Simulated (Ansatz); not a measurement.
Program: Ansatz. Geometries: PBE0-D4/def2-TZVP. ΔE: electronic, gas phase. CBS: MP2 limit from def2 TZ/QZ plus the TZ coupled-cluster correction, frozen cores. Functionals use def2-TZVPP. B3LYP here is the variant with VWN-RPA as its local correlation; programs differ in this. For Ge outer-core shells are correlated without core-valence functions, which leaves a few kJ/mol of doubt a bond. Scalar relativity is left out up to krypton. One conformer a species, not always the lowest.

`[CH3][GeH]([OH])[BH]O` + `BS[SiH3]` → `OBS[SiH3]` + `[BH2][GeH]([CH3])[OH]`  (redistribution)

**Question.** Is it downhill or uphill in electronic energy at CCSD(T)/CBS, and by how much? (Best estimate.)

**Answer.** Computed: Uphill: ΔE = +19.9 kJ/mol.

**Question.** What do these levels give: r2SCAN-D4, PBE0-D4, B3LYP-D4, ωB97X-V, B2PLYP, r2SCAN, HF/def2-TZVPP, SCS-MP2/def2-TZVPP, CCSD(T)/def2-TZVPP, HF/def2-QZVPP, MP2/def2-QZVPP, CCSD/CBS(def2)? (Best estimate.)

**Answer.** Computed: r2SCAN-D4 19.3, PBE0-D4 19.8, B3LYP-D4 20.3, ωB97X-V 20.2, B2PLYP 21.2, r2SCAN 19.3, HF/def2-TZVPP 13.9, SCS-MP2/def2-TZVPP 21.1, CCSD(T)/def2-TZVPP 21.0, HF/def2-QZVPP 13.7, MP2/def2-QZVPP 20.3, CCSD/CBS(def2) 18.8 kJ/mol.

Largest T1 diagnostic among the species: 0.014.

In def2-TZVPP, CCSD(T) changes the Hartree–Fock value by +7.2 kJ/mol (the triples alone add +1.1 kJ/mol) and MP2 by +7.1 kJ/mol.
